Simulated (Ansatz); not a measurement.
`[SiH3]B[SiH2][SiH3]` + `[NH2][AlH2]` → `[AlH2][NH][SiH3]` + `B[SiH2][SiH3]`  (cleavage of the Si–B bond)

Gas-phase electronic energies from Ansatz, PBE0-D4/def2-TZVP geometries. CCSD(T)/CBS adds triple-zeta CCSD(T) − MP2 to the extrapolated MP2 energy (def2 sets, frozen cores). This one scheme is used for every species. Functionals use def2-TZVPP. B3LYP here is the variant with VWN-RPA as its local correlation; programs differ in this. Each species was taken in one conformer, which may not be the lowest.

```tsv
level	ΔE (kJ/mol)	difference from CCSD(T)/CBS
PBE-D4	-38.3	20.6
r2SCAN-D4	-51.0	7.9
PBE0-D4	-46.3	12.6
B3LYP-D4	-56.2	2.7
ωB97X-V	-58.2	0.7
ωB97M-V	-60.5	-1.6
B2PLYP	-62.8	-3.9
PBE	-40.0	18.9
r2SCAN	-51.7	7.2
PBE0	-48.1	10.8
B3LYP	-58.7	0.2
HF/def2-TZVPP	-80.8	-21.9
MP2/def2-TZVPP	-67.1	-8.2
SCS-MP2/def2-TZVPP	-70.4	-11.5
CCSD/def2-TZVPP	-62.5	-3.6
CCSD(T)/def2-TZVPP	-59.8	-0.9
HF/def2-QZVPP	-82.1	-23.2
MP2/def2-QZVPP	-67.0	-8.1
SCS-MP2/def2-QZVPP	-70.3	-11.4
HF/CBS(def2)	-82.2	-23.3
MP2/CBS(def2)	-66.2	-7.3
CCSD/CBS(def2)	-61.7	-2.8
CCSD(T)/CBS	-58.9	0
```

Largest T1 diagnostic among the species: 0.015.

In def2-TZVPP, CCSD(T) changes the Hartree–Fock value by +21.0 kJ/mol (the triples alone add +2.7 kJ/mol) and MP2 by +13.8 kJ/mol. From PBE to PBE0 (25 % exact exchange), in def2-TZVPP and without D4, ΔE moves by −8.1 kJ/mol.
